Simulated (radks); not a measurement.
The numbers below are computed, except where a source is named.
Question: W II, 73 electrons, occupied as [Xe] 4f14 5d4 6s1 (the NIST ground configuration). Level of theory: Dirac Kohn-Sham, BLYP, spin-unpolarised, spherical densities, finite nucleus; open shells are shared between the two j in proportion to 2j + 1; Fermi nuclear charge, rms radius 5.3658 fm (a radial shooting solver on a logarithmic mesh with Libxc functionals). Some entries of the table are withheld. Estimate them.

| orbital | occ. | eigenvalue (Ry) | <1/r> (bohr^-1) |
|---|---|---|---|
| 1s1/2 | 2 | (1) | 87.04 |
| 2s1/2 | 2 | -880.1174 | 21.18 |
| 2p1/2 | 2 | -841.8880 | 21.16 |
| 2p3/2 | 4 | -742.4369 | 17.77 |
| 3s1/2 | 2 | (2) | (3) |
| 3p1/2 | 2 | -186.0081 | 7.692 |
| 3p3/2 | 4 | -164.5051 | 6.817 |
| 3d3/2 | 4 | -135.6687 | 6.711 |
| 3d5/2 | 6 | -130.9917 | 6.504 |
| 4s1/2 | 2 | -42.30250 | 3.268 |
| 4p1/2 | 2 | -35.21402 | 3.158 |
| 4p3/2 | 4 | -30.22752 | 2.853 |
| 4d3/2 | 4 | -18.56678 | 2.638 |
| 4d5/2 | 6 | -17.64806 | 2.565 |
| 5s1/2 | 2 | -6.33707 | 1.264 |
| 5p1/2 | 2 | -4.23731 | 1.133 |
| 5p3/2 | 4 | -3.51426 | 1.025 |
| 4f5/2 | 6 | -3.06173 | (4) |
| 4f7/2 | 8 | -2.89723 | (5) |
| 6s1/2 | 1 | -0.89429 | 0.4268 |
| 5d3/2 | 1.6 | (6) | 0.6795 |
| 5d5/2 | 2.4 | (7) | 0.6534 |

Answer: 
(1) 1s1/2 eigenvalue (Ry): -5099.802
(2) 3s1/2 eigenvalue (Ry): -203.0835
(3) 3s1/2 <1/r> (bohr^-1): 7.775
(4) 4f5/2 <1/r> (bohr^-1): 2.100
(5) 4f7/2 <1/r> (bohr^-1): 2.069
(6) 5d3/2 eigenvalue (Ry): -0.88898
(7) 5d5/2 eigenvalue (Ry): -0.83209
